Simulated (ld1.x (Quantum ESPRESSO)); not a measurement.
## u(r) = r·R(r): atom against pseudo-atom (hydrogen (H))

Columns: radius, all-electron u(r) and pseudo u(r) of the 1s shell (level -6.49 eV) of hydrogen in the configuration 1s1; PBE, non-relativistic, PAW scheme, ld1.x (Quantum ESPRESSO) 7.5.

```tsv
r (bohr)	all-electron	pseudo
0.060	0.1084	0.0794
0.120	0.2040	0.1575
0.180	0.2878	0.2330
0.240	0.3610	0.3047
0.300	0.4244	0.3716
0.360	0.4792	0.4328
0.420	0.5260	0.4878
0.480	0.5658	0.5361
0.540	0.5992	0.5776
0.600	0.6269	0.6124
0.660	0.6494	0.6406
0.720	0.6673	0.6627
0.780	0.6811	0.6793
0.840	0.6913	0.6911
0.900	0.6982	0.6986
0.960	0.7022	0.7027
1.020	0.7037	0.7040
1.080	0.7028	0.7030
1.140	0.7000	0.7000
1.200	0.6954	0.6954
1.260	0.6892	0.6892
1.320	0.6817	0.6817
1.380	0.6730	0.6730
1.440	0.6634	0.6634
1.500	0.6528	0.6528
1.560	0.6415	0.6415
```

(1) How many radial nodes do the two functions have?

(2) Where does each function peak?

(3) Is the pseudo-wave norm-conserving?

## Answers

(1) The all-electron 1s function has n − l − 1 = 0; the pseudo-wave has 0.

(2) Outermost all-electron maximum near 1.02 bohr, pseudo maximum near 1.02 bohr (to the table’s step).

(3) No, it belongs to a PAW set: the norm inside the radius is not constrained, and the difference is carried by the augmentation charge.
